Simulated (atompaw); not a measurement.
## technetium PAW (atompaw): all-electron and pseudo phase curves

```json
{
  "Element": "Tc (Z = 43)",
  "Generator": "atompaw 4.2.0.5",
  "Type": "PAW",
  "Functional": "PBE",
  "Relativity": "scalar-relativistic",
  "Frozen core": "[Ar] 3d10",
  "Valence charge": "15",
  "Reference configuration": "4s2 4p6 4d5 5s1.5 5p0 (charge +0.5)",
  "Partial waves": "4s (bound): rc 1.35 bohr; 5s (bound): rc 1.50 bohr; 4p (bound): rc 1.85 bohr; 5p (bound, empty): rc 1.85 bohr; 4d (bound): rc 1.85 bohr; 4d channel at -0.45 Ry: rc 1.85 bohr",
  "Local potential": "bessel scheme, radius 1.35 bohr",
  "Core correction": "smooth core density matched at 1.05 bohr",
  "Augmentation charge": "besselshape compensation charge, radius 1.55 bohr; PAW radius 1.85 bohr; waves and projectors: custom polynom gramschmidtortho"
}
```

The phase is arctan(r·u′/u) with u = r·R(r), unwrapped; energies in Ry, scanned from -8 to 5 Ry. A pole is an energy at which the radial function vanishes at the test radius. The pseudo phase is shifted by a multiple of π to meet the all-electron one at the reference energy, and phase errors are pseudo minus all-electron; the curves can meet again beyond the range given. Levels narrower than the energy grid can be missing from the lists of poles.

**Question.** For each channel, where are the poles, and over which energies does the pseudopotential scatter like the atom?

**Answer.**

| channel | radius (bohr) | reference energy (Ry) | poles, all-electron | poles, pseudo | unbroken range about the reference energy with phases within 0.05 rad | phase error 1 Ry above the reference energy (rad) |
| --- | --- | --- | --- | --- | --- | --- |
| s | 1.86 | -0.60 | -5.18 | -5.18 | the whole range | -0.000 |
| p | 1.86 | -0.29 | -2.80 | -2.80 | the whole range | +0.000 |
| d | 1.86 | -0.75 | 1.03 | 1.03 | the whole range | +0.000 |

Phases in the p channel:

```tsv
E (Ry)	all-electron	pseudo
-8.00	1.333	1.333
-7.52	1.318	1.319
-7.04	1.300	1.300
-6.56	1.275	1.276
-6.08	1.242	1.242
-5.60	1.190	1.191
-5.12	1.098	1.099
-4.64	0.883	0.884
-4.16	0.077	0.078
-3.68	-1.128	-1.128
-3.20	-1.461	-1.461
-2.72	-1.586	-1.586
-2.24	-1.655	-1.655
-1.76	-1.703	-1.703
-1.28	-1.743	-1.743
-0.80	-1.779	-1.779
-0.32	-1.816	-1.816
0.16	-1.856	-1.856
0.64	-1.904	-1.904
1.12	-1.964	-1.963
1.60	-2.043	-2.042
2.08	-2.158	-2.154
2.56	-2.333	-2.325
3.04	-2.620	-2.601
3.52	-3.062	-3.026
4.00	-3.564	-3.520
4.48	-3.937	-3.901
4.96	-4.167	-4.139
```
